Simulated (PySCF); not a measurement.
## Interval between two levels of Kr⁺ by level of theory

Kr⁺ [Ar] 3d10 4s2 4p5 [2P3/2, M_J = 3/2] → Kr⁺ [Ar] 3d10 4s2 4p4 4d1 [4F9/2, M_J = 9/2], as a difference of total energies. Computed with PySCF 2.14 in x2c-SVPall-2c with one added diffuse shell each of s, p, d type (6s7p4d, 47 functions), with the two-component X2C-1e Hamiltonian. Correlated levels: [Ne] frozen. "Screened" scales the spin-orbit matrix elements by Boettger's factors to mimic the two-electron term; Breit and QED terms are absent.

```tsv
method	interval between two levels (cm⁻¹)
GHF (spin-free)	123340
GMP2 (spin-free)	129560
GHF (screened spin-orbit)	122700
GMP2 (screened spin-orbit)	129010
```

The spin-free rows relax to the high-spin LS determinant and lack the spin-orbit shift.

Errors of the correlated levels include the incompleteness of this basis and the frozen core.

The labels give the starting determinants; with spin-orbit coupling the two ends relaxed to ⟨J²⟩ = 3.76, ⟨L²⟩ = 2.01, ⟨S²⟩ = 0.76 and ⟨J²⟩ = 24.76, ⟨L²⟩ = 12.37, ⟨S²⟩ = 3.62.

The promoted electron is Rydberg-like, and one or two diffuse shells describe it only roughly, which tends to raise the upper state.

Q: Which method comes closest to the reference value, and which is furthest?

A: The reference is 126000 cm⁻¹ (measured; NIST Handbook of Basic Atomic Spectroscopic Data (Sansonetti and Martin, J. Phys. Chem. Ref. Data 34, 1559 (2005))). Closest: GHF (spin-free) (error -2661.9 cm⁻¹); furthest: GMP2 (spin-free) (error 3559.2 cm⁻¹).
